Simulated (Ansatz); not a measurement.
**Ligand exchange: GeH3Br + Sn(CH3)Br → GeH3(CH3) + SnBr2**

Species: GeH3Br `[GeH3][Br]`, singlet; Sn(CH3)Br, singlet; GeH3(CH3) (methyl germane), singlet; SnBr2 (tin(ii) bromide) `[Br][Sn][Br]`, singlet. The partners trade Br for CH3: Ge–Br and Sn–CH3 bonds give way to Ge–CH3 and Sn–Br.

Shapes, held fixed at every level: PBE0-D4/def2-TZVP. Programs: Ansatz 0.2.0. The zero-point and thermal change to 298 K, harmonic and unscaled (PBE0-D4/def2-TZVP), is +2.8 kJ/mol.

```csv
level,kind,ΔH(298 K) (kJ/mol),less CCSD(T)/def2-TZVPP
HF/def2-TZVPP,Hartree–Fock,-72.5,0.0
r2SCAN-D4/def2-TZVPP,meta-GGA,-83.1,-10.6
BHLYP-D4/def2-TZVPP,global hybrid,-80.6,-8.1
wB97M-V/def2-TZVPP,range-separated hybrid,-75.0,-2.5
MP2/def2-SVP,perturbation theory,-81.6,-9.1
CCSD(T)/def2-SVP,coupled cluster or CI,-80.0,-7.5
CCSD/def2-SVP,coupled cluster or CI,-78.6,-6.1
CCSD(T)/def2-TZVPP,coupled cluster or CI,-72.5,0.0
```

The highest level, CCSD(T)/def2-TZVPP, gives ΔH(298 K) = -72.5 kJ/mol; the levels span -83.1 to -72.5. The column of differences is taken from that level and isn't an error. No measured value is set beside it here. For atoms past krypton def2 sets carry core potentials with scalar relativity. Relativity is left out for Br, Ge. Outer-core shells of Br, Ge, Sn are correlated, in sets that cover them unevenly.
